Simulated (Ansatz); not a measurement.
Ga₉Sb₉H₂₄, a nanocrystal cut from wurtzite GaSb (hydrogen-capped), 42 atoms. Hardware: 4 threads of AMD EPYC 7R13 on a shared host and a share (37 GiB) of an NVIDIA H100 80GB HBM3.

In the def2 sets Sb takes a core potential; there is no spin–orbit coupling. Single mean-field runs in def2-SVP are fitted with def2-universal-jkfit.

Q: How many basis functions does each of these Ansatz runs have, and roughly what does it cost? PBE0-D4/def2-SVP, charge -1 doublet at the geometry of the charge 0 singlet, energy; PBE-D4/def2-SVP, charge 0 singlet, energy, from earlier orbitals; PBE-D4/def2-SVP, charge 0 triplet at the geometry of the charge 0 singlet, energy, from earlier orbitals; r2SCAN-D4/def2-SVP, charge 0 singlet, relaxation, 5 steps; PBE-D4/def2-SVP, charge 1 doublet at the geometry of the charge 0 singlet, energy, from earlier orbitals; r2SCAN-D4/def2-SVP, charge 0 singlet, energy and forces, from earlier orbitals; PBE-D4/def2-SVP, charge -1 doublet at the geometry of the charge 0 singlet, energy, from earlier orbitals; PBE0-D4/def2-SVP, charge 1 doublet at the geometry of the charge 0 singlet, energy; PBE0-D4/def2-SVP, charge 0 singlet, energy, from earlier orbitals; PBE0-D4/def2-SVP, charge 0 triplet at the geometry of the charge 0 singlet, energy.

A: Other jobs shared the machine, so times can vary by a factor of up to 3.

```csv
run,functions,fitting or Cholesky vectors,wall time,peak host memory (GiB)
"PBE-D4/def2-SVP, charge 0 singlet, energy, from earlier orbitals",642,4788,6 s,1.3
"PBE0-D4/def2-SVP, charge 0 singlet, energy, from earlier orbitals",642,4788,7 s,1.3
"r2SCAN-D4/def2-SVP, charge 0 singlet, energy and forces, from earlier orbitals",642,4788,10 s,1.4
"PBE-D4/def2-SVP, charge -1 doublet at the geometry of the charge 0 singlet, energy, from earlier orbitals",642,4788,11 s,1.4
"PBE-D4/def2-SVP, charge 1 doublet at the geometry of the charge 0 singlet, energy, from earlier orbitals",642,4788,20 s,1.4
"PBE0-D4/def2-SVP, charge -1 doublet at the geometry of the charge 0 singlet, energy",642,4788,20 s,1.4
"PBE-D4/def2-SVP, charge 0 triplet at the geometry of the charge 0 singlet, energy, from earlier orbitals",642,4788,21 s,1.4
"PBE0-D4/def2-SVP, charge 0 triplet at the geometry of the charge 0 singlet, energy",642,4788,25 s,1.4
"r2SCAN-D4/def2-SVP, charge 0 singlet, relaxation, 5 steps",642,4788,29 s,1.4
"PBE0-D4/def2-SVP, charge 1 doublet at the geometry of the charge 0 singlet, energy",642,4788,34 s,1.4
```
